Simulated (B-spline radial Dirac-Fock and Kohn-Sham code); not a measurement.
# Relativistic shifts of the levels of Hg⁷⁴⁺

System: mercury as Hg⁷⁴⁺, configuration 1s2 2s2 2p2.

Both columns are ΔSCF binding energies of the configuration average from a radial B-spline solver: non-relativistic Hartree-Fock with a point nucleus, and Dirac-Fock with a finite nucleus and the Coulomb interaction alone, averaged over the two j levels with weights 2j+1.

```
shell  Hartree-Fock (eV)  Dirac-Fock (eV)  shift (eV)  shift (%)
   1s            83876.9          92375.1    +8498.23     +10.13
   2s            19964.7          22518.9    +2554.21     +12.79
   2p            19764.9          20813.0    +1048.14      +5.30
```

Relativity binds 1s, 2s, 2p more strongly, among those listed most of all 2s in relative terms.

Values without a named source are computed, but for edge energies of neutral atoms, which are taken from tables.
